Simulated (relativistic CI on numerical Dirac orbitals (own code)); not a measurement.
**Nb XXVI: computed level list**

Method of calculation: Dirac-Coulomb-Breit CI, separate exchange-only KLI orbitals for each configuration, QED by a radiative potential, unscaled Slater integrals (own radial code, finite nucleus).

CI space (outside the closed core [Ne]): 3s2 3p4, 3s 3p5, 3s2 3p3 3d, 3p6, 3s 3p4 3d, 3p5 3d, 3s 3p3 3d2, 3s2 3p2 3d 4p, 3p5 4s, 3s2 3p3 4s, 3s 3p3 3d 4s, 3p5 4p, 3s2 3p3 4p, 3s2 3p3 4d, 3s 3p4 4s, 3p4 3d 4p, 3s2 3p3 4f, 3s 3p4 4p, 3s 3p4 4d, 3s 3p4 4f, 3s2 3p3 5s, 3s2 3p3 5p, 3s2 3p3 5d, 3s2 3p2 4s 4p, 3s2 3p3 5f, 3s2 3p3 5g, 3s 3p3 4s2, 3s 3p4 5s, 3s 3p4 5p, 3s2 3p2 3d2, 3s2 3p 3d3, 3s 3p2 3d3, 3s2 3p 3d2 4s, 3s2 3p 3d2 4p, 3s2 3p 3d2 4d, 3p4 3d2, 3p3 3d3, 3p3 3d2 4s, 3p3 3d2 4p, 3p3 3d2 4d, 3s2 3p2 3d 4s, 3s 3p2 3d2 4s, 3s2 3p 3d 4s2, 3s2 3p 3d 4s 4p, 3s2 3p 3d 4s 4d, 3p4 3d 4s, 3p3 3d 4s2, 3p3 3d 4s 4p, 3p3 3d 4s 4d, 3s2 3p2 4s2, 3s 3p2 3d 4s2, 3s2 3p 4s2 4p, 3s2 3p 4s2 4d, 3s2 3p2 4p2, 3s2 3p 3d 4p2, 3s 3p2 3d 4p2, 3s2 3p 4s 4p2, 3s2 3p 4p3, 3s2 3p 4p2 4d. Double excitations out of closed p, d and f shells are left out; levels of such configurations are missing from the list, as are those of other unlisted configurations, and high levels can miss mixing partners. These lack a partner that the ground configuration has and come out too high: 3s2 3p3 4f, 3s 3p4 4p, 3s 3p4 4d, 3s 3p4 4f, 3s2 3p3 5s.

The lowest level is 3s2 3p4 3P_2, with 77 % of that term; Hund's rules for 3s2 3p4 give 3P with J = 2, in agreement.

| No. | Configuration | Term | J | E (eV) | % | Next component (%) | Landé g | Lifetime (s) |
| --- | --- | --- | --- | --- | --- | --- | --- | --- |
| 1 | 3s2 3p4 | 3P | 2 | 0.000 | 77 | 20 1D | 1.394 |  |
| 2 | 3s2 3p4 | 3P | 0 | 8.081 | 53 | 44 1S |  | 4.37e-01 |
| 3 | 3s2 3p4 | 3P | 1 | 19.174 | 98 | 1 3s 3p4 3d 3P | 1.498 | 1.38e-05 |
| 4 | 3s2 3p4 | 1D | 2 | 24.478 | 77 | 20 3P | 1.101 | 1.95e-05 |
| 5 | 3s2 3p4 | 1S | 0 | 47.862 | 52 | 44 3P |  | 3.30e-06 |
| 6 | 3s 3p5 | 3P° | 2 | 90.072 | 76 | 20 3s2 3p3 3d 3P° | 1.495 | 8.71e-11 |
| 7 | 3s 3p5 | 3P° | 1 | 97.033 | 49 | 18 3s2 3p3 3d 3P° | 1.360 | 6.69e-11 |
| 8 | 3s2 3p3 3d | 5D° | 0 | 105.967 | 49 | 25 3P° |  | 6.30e-10 |
| 9 | 3s2 3p3 3d | 5D° | 2 | 106.351 | 31 | 28 3F° | 1.111 | 6.65e-10 |
| 10 | 3s2 3p3 3d | 5D° | 3 | 107.369 | 48 | 22 3F° | 1.316 | 1.53e-09 |
| 11 | 3s2 3p3 3d | 5D° | 1 | 110.231 | 68 | 12 3P° | 1.429 | 7.76e-11 |
| 12 | 3s2 3p3 3d | 5D° | 4 | 110.967 | 63 | 27 3F° | 1.388 | 9.78e-04 |
| 13 | 3s 3p5 | 3P° | 0 | 111.810 | 56 | 25 3s2 3p3 3d 3P° |  | 7.24e-11 |
| 14 | 3s2 3p3 3d | 5D° | 2 | 114.542 | 45 | 24 3D° | 1.286 | 9.71e-11 |
| 15 | 3s2 3p3 3d | 1P° | 1 | 117.951 | 37 | 31 3s 3p5 1P° | 1.111 | 5.38e-11 |
| 16 | 3s2 3p3 3d | 3G° | 3 | 121.266 | 34 | 27 5D° | 1.116 | 1.14e-10 |
| 17 | 3s2 3p3 3d | 3D° | 1 | 123.078 | 82 | 12 3P° | 0.658 | 2.60e-10 |
| 18 | 3s2 3p3 3d | 3F° | 2 | 123.584 | 48 | 40 3D° | 0.946 | 3.74e-10 |
| 19 | 3s2 3p3 3d | 1S° | 0 | 124.374 | 65 | 21 5D° |  | 2.63e-09 |
| 20 | 3s2 3p3 3d | 3F° | 3 | 125.802 | 72 | 13 3D° | 1.138 | 2.96e-10 |
| 21 | 3s2 3p3 3d | 3D° | 3 | 127.616 | 55 | 25 3G° | 1.166 | 2.90e-10 |
| 22 | 3s2 3p3 3d | 3G° | 4 | 129.184 | 56 | 22 5D° | 1.183 | 2.74e-05 |
| 23 | 3s2 3p3 3d | 3D° | 1 | 131.528 | 78 | 7 3P° | 0.655 | 3.84e-11 |
| 24 | 3s2 3p3 3d | 3F° | 4 | 131.776 | 70 | 24 1G° | 1.198 | 4.15e-05 |
| 25 | 3s2 3p3 3d | 1G° | 4 | 134.271 | 52 | 23 3F° | 1.073 | 1.13e-04 |
| 26 | 3s2 3p3 3d | 3G° | 5 | 135.786 | 98 | 1 3s 3p3 3d2 3G° | 1.197 | 8.52e-05 |
| 27 | 3s2 3p3 3d | 3F° | 2 | 136.534 | 37 | 37 1D° | 0.953 | 6.84e-11 |
| 28 | 3s2 3p3 3d | 3P° | 1 | 140.838 | 43 | 16 3S° | 1.365 | 1.39e-11 |
| 29 | 3s2 3p3 3d | 3P° | 0 | 141.623 | 60 | 25 1S° |  | 6.11e-11 |
| 30 | 3s2 3p3 3d | 3D° | 2 | 143.763 | 62 | 17 3P° | 1.209 | 1.45e-10 |
| 31 | 3s2 3p3 3d | 3F° | 2 | 145.647 | 44 | 32 3P° | 1.071 | 8.49e-12 |
| 32 | 3s2 3p3 3d | 3F° | 3 | 146.111 | 57 | 23 3D° | 1.084 | 2.51e-11 |
| 33 | 3s2 3p3 3d | 3D° | 3 | 148.027 | 58 | 29 1F° | 1.179 | 1.41e-11 |
| 34 | 3s2 3p3 3d | 3P° | 2 | 149.487 | 40 | 27 3D° | 1.236 | 4.59e-12 |
| 35 | 3s2 3p3 3d | 3P° | 1 | 150.937 | 49 | 14 1P° | 1.400 | 3.10e-12 |
| 36 | 3s2 3p3 3d | 3D° | 3 | 152.708 | 45 | 32 1F° | 1.183 | 4.17e-12 |
| 37 | 3s2 3p3 3d | 3S° | 1 | 154.829 | 55 | 17 1P° | 1.563 | 3.87e-12 |
| 38 | 3s2 3p3 3d | 3F° | 4 | 157.231 | 58 | 16 1G° | 1.195 | 5.56e-06 |
| 39 | 3s2 3p3 3d | 3P° | 2 | 158.859 | 33 | 31 1D° | 1.205 | 8.12e-12 |
| 40 | 3s2 3p3 3d | 3D° | 1 | 160.349 | 40 | 39 1P° | 0.869 | 3.44e-12 |
| 41 | 3s2 3p3 3d | 3D° | 2 | 161.076 | 35 | 33 3P° | 1.243 | 5.98e-12 |
| 42 | 3s2 3p3 3d | 3P° | 0 | 165.717 | 73 | 20 3s 3p5 3P° |  | 2.76e-12 |
| 43 | 3s2 3p3 3d | 1F° | 3 | 166.225 | 43 | 41 3D° | 1.151 | 2.24e-10 |
| 44 | 3s2 3p3 3d | 3D° | 1 | 167.505 | 28 | 28 3P° | 1.146 | 3.02e-12 |
| 45 | 3s2 3p3 3d | 1D° | 2 | 172.986 | 51 | 38 3D° | 1.048 | 3.75e-12 |

Energies count from the lowest computed level; ° marks odd parity; lifetimes are radiative, by E1, M1, E2, M2, E3 decay to levels of this space only.

The mean weight of the leading LS term, summed over parents, in these 45 levels is 56 %, and that of the leading jj configuration (from the same eigenvectors) 64 %.

At this charge energies of transitions that change n are usually good to better than 1 %, and those within a shell (Δn = 0) to a few per cent.

LS names give the leading component of a level, which can be under half, so a name can repeat, a term be missing and a line seem to break the LS rules.
